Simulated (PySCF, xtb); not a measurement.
Zn(F)(SMe) (CH3FSZn), SMILES C[S][Zn][F].

GFN2-xTB run with xtb at its own geometry gives an orbital gap of 1.88 eV and a dipole moment of 1.17 D.

Geometry optimised at B3LYP-D3(BJ)/def2-SVP. The structure was generated by enumeration; whether it is a known compound was not checked. One conformer was computed; it need not be the lowest.

Task: What does r2SCAN/def2-TZVP (PySCF) give? (Estimate from the structure and the level; the computed values follow.)

Result: gap 4.25 eV (levels -6.19 and -1.94 eV), dipole 2.50 D.
